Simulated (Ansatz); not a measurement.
Computed with Ansatz on PBE0-D4/def2-TZVP structures; ΔE is electronic, products minus reactants. CCSD(T)/CBS is the MP2 limit (def2-TZVPP, def2-QZVPP) plus CCSD(T) − MP2 in def2-TZVPP, frozen cores. DFT in def2-TZVPP. B3LYP here is the variant with VWN-RPA as its local correlation; programs differ in this. HSE06 is defined as in plane-wave codes. def2 core potentials past Kr. For Te, Zn outer-core shells are correlated without core-valence functions, which leaves a few kJ/mol of doubt a bond. Scalar relativity is left out up to krypton. One conformer a species, not always the lowest.

Reaction (redistribution): `[CH3][Zn][SiH2]N` + `C[Te]B(O)O` → `[CH3][Zn][Te]C` + `N[SiH2]B(O)O`

`[CH3][Zn][SiH2]N`:

```xyz
11

C     0.276    1.369    2.406
Zn   -0.090    0.600    0.647
Si   -0.552   -0.341   -1.496
N     0.258   -1.868   -1.673
H    -0.532    1.143    3.108
H     0.375    2.456    2.346
H     1.204    0.970    2.824
H    -2.010   -0.620   -1.658
H    -0.248    0.640   -2.594
H     1.227   -1.938   -1.404
H     0.092   -2.411   -2.506
```

`C[Te]B(O)O`:

Z-matrix (Å, degrees):
```
C
Te 1 2.142
H 1 1.086 2 109.1
H 1 1.088 2 107.1 3 -119.5
H 1 1.086 2 109.1 3 120.9
B 2 2.177 1 95.1 3 -60.5
O 6 1.356 2 117.9 1 -0.1
O 6 1.364 2 123.1 1 179.9
H 7 0.963 6 111.8 2 -180.0
H 8 0.958 6 115.2 2 -0.1
```

`[CH3][Zn][Te]C`:

Cartesian coordinates in Å:
```
C 2.109 -1.151 0.982
Zn 0.970 0.287 0.334
Te -0.479 2.133 -0.495
C -2.185 0.894 -0.974
H 1.745 -1.531 1.939
H 2.130 -1.977 0.267
H 3.131 -0.791 1.121
H -2.944 1.569 -1.365
H -1.919 0.164 -1.733
H -2.558 0.404 -0.078
```

`N[SiH2]B(O)O`:

```xyz
11

N    -0.993    1.398   -0.335
Si    0.234    0.614    0.626
B     0.368   -1.240   -0.208
O    -0.681   -1.596   -0.996
O     1.364   -2.157   -0.074
H    -0.748    1.674   -1.275
H    -1.533    2.133    0.096
H    -0.306    0.573    2.015
H     1.540    1.343    0.704
H    -1.336   -0.888   -1.025
H     2.090   -1.855    0.472
```

| level | ΔE (kJ/mol) | difference from CCSD(T)/CBS |
| --- | --- | --- |
| LDA (SPW92) | -40.6 | 3.2 |
| PBE-D4 | -40.0 | 3.8 |
| revPBE-D4 | -38.4 | 5.4 |
| BLYP-D4 | -41.2 | 2.6 |
| r2SCAN-D4 | -41.4 | 2.4 |
| B97M-V | -36.0 | 7.8 |
| PBE0-D4 | -42.1 | 1.7 |
| B3LYP-D4 | -43.0 | 0.8 |
| r2SCANh-D4 | -42.2 | 1.6 |
| r2SCAN0-D4 | -43.5 | 0.3 |
| BHLYP-D4 | -46.7 | -2.9 |
| CAM-B3LYP-D4 | -43.7 | 0.1 |
| ωB97M-V | -40.8 | 3.0 |
| PBE-QIDH | -42.9 | 0.9 |
| PBE | -40.4 | 3.4 |
| revPBE | -39.7 | 4.1 |
| BLYP | -42.4 | 1.4 |
| r2SCAN | -41.3 | 2.5 |
| PBE0 | -42.4 | 1.4 |
| B3LYP | -43.9 | -0.1 |
| r2SCANh | -42.1 | 1.7 |
| r2SCAN0 | -43.4 | 0.4 |
| HSE06 | -42.7 | 1.1 |
| BHLYP | -47.3 | -3.5 |
| CAM-B3LYP | -44.0 | -0.2 |
| LC-ωPBE | -41.8 | 2.0 |
| RPA@PBE/def2-TZVPP | -36.0 | 7.8 |
| HF/def2-SVP | -51.2 | -7.4 |
| MP2/def2-SVP | -44.8 | -1.0 |
| CCSD(T)/def2-SVP | -44.5 | -0.7 |
| HF/def2-TZVPP | -53.4 | -9.6 |
| MP2/def2-TZVPP | -38.8 | 5.0 |
| SCS-MP2/def2-TZVPP | -40.3 | 3.5 |
| CCSD/def2-TZVPP | -40.9 | 2.9 |
| HF/def2-QZVPP | -53.6 | -9.8 |
| MP2/def2-QZVPP | -41.2 | 2.6 |
| SCS-MP2/def2-QZVPP | -42.6 | 1.2 |
| HF/CBS(def2) | -53.6 | -9.8 |
| MP2/CBS(def2) | -42.9 | 0.9 |
| CCSD/CBS(def2) | -44.9 | -1.1 |
| CCSD(T)/CBS | -43.8 | 0 |

Largest T1 diagnostic among the species: 0.013.

From BLYP to BHLYP (50 % exact exchange), in def2-TZVPP and without D4, ΔE moves by −4.9 kJ/mol. In def2-TZVPP, CCSD(T) changes the Hartree–Fock value by +13.7 kJ/mol (the triples alone add +1.1 kJ/mol) and MP2 by +14.6 kJ/mol. Leaving LDA and LC-ωPBE aside and taking each functional with its dispersion term where it has one, the values spread over 10.8 kJ/mol, from BHLYP-D4 to B97M-V.

CCSD(T)/CBS has its own doubt, a few kJ/mol and more with outer-core shells, so smaller differences from it don't rank the levels.
